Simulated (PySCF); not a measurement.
# One molecule, several mistakes: AlCGeH3

Calculated results; nothing here was measured. They come from PySCF 2.14.0, an open-source quantum chemistry program, on an isolated molecule that a program drew, which may never have been made. The molecule is AlCGeH3 (charge 0, singlet), drawn as the SMILES string `[Al][CH]=[GeH2]`.

Each row is a Hartree-Fock (HF) and frozen-core CCSD(T) single point in the cc-pV(D+d)Z basis, meant for a local HF minimum. Run 1 is clean. Each other run has one planted mistake out of seven kinds, and not every kind appears here: one electron removed, one electron added, multiplicity raised by two, geometry at a saddle point, minimal basis STO-3G, one bond length entered in bohr, all coordinates scaled. The reference is restricted for singlets and unrestricted otherwise, and also for a bond in bohr. Adding or removing an electron swaps singlet and doublet. Electrons count all cores. HOMO and LUMO are orbital energies over both spins, the gradient is its largest component, and the lowest frequency (negative if imaginary) is given only where the gradient is small. Bond lengths are over the 5 bonds as drawn. T1 is the CCSD diagnostic: over 0.02 (restricted) or 0.045 (unrestricted) a single reference is doubtful. Germanium has the cc-pVDZ-PP basis, with a core potential (ECP10MDF) in place of its 10 inner electrons, and its 3s, 3p and 3d shells are frozen in CCSD(T).

Geometry of the clean run:
```xyz
6
AlCGeH3, angstrom
Al   -2.3014   -0.8810    4.2626
C    -0.7550   -0.0366    3.3988
Ge    0.2924   -0.9145    2.2604
H    -0.4513    0.9996    3.5626
H     1.5133   -0.3515    1.5407
H     0.0452   -2.3732    1.8915
```

```
run,electrons,basis functions,<S^2>,HOMO (eV),LUMO (eV),gradient (hartree/bohr),lowest frequency (cm^-1),mean bond (Å),longest bond (Å),T1,HF (hartree),CCSD(T) (hartree),mistake
1,54,75,0.000,-7.55,1.01,2.1e-05,127,1.5766,1.962,0.0159,-574.83103,-575.16194,no fault
2,54,75,0.000,-7.78,0.87,3.5e-02,-,1.6648,2.072,0.0175,-574.81625,-575.15572,all coordinates scaled
3,55,75,1.159,-0.10,6.05,2.4e-02,-,1.5766,1.962,0.0623,-574.81717,-575.15533,?
4,54,75,2.258,-5.99,0.39,1.4e-02,-,1.5766,1.962,0.0518,-574.78062,-575.08342,?
```

**Which mistake was planted in run 3, and what did it cost?**

It counts 55 electrons, one more than the clean run, at the same geometry and basis. So the mistake is: one electron added. Subtracting run 1 and multiplying by 627.51 kcal/mol a hartree, the energy moved by 8.7 kcal/mol in HF and 4.1 kcal/mol in CCSD(T).

**Which mistake was planted in run 4, and what did it cost?**

Electrons, basis and geometry are unchanged, and <S^2> is 2.258, beside S(S+1) = 2.00 for a multiplicity of 3. So the mistake is: multiplicity raised by two. Subtracting run 1 and multiplying by 627.51 kcal/mol a hartree, the energy moved by 31.6 kcal/mol in HF and 49.3 kcal/mol in CCSD(T).

Cautions from the logs. Run 3: T1 is over the limit, so its CCSD(T) energy is less reliable and the added electron raises the CCSD(T) energy, so it isn't bound in this basis; run 4: T1 is over the limit, so its CCSD(T) energy is less reliable.
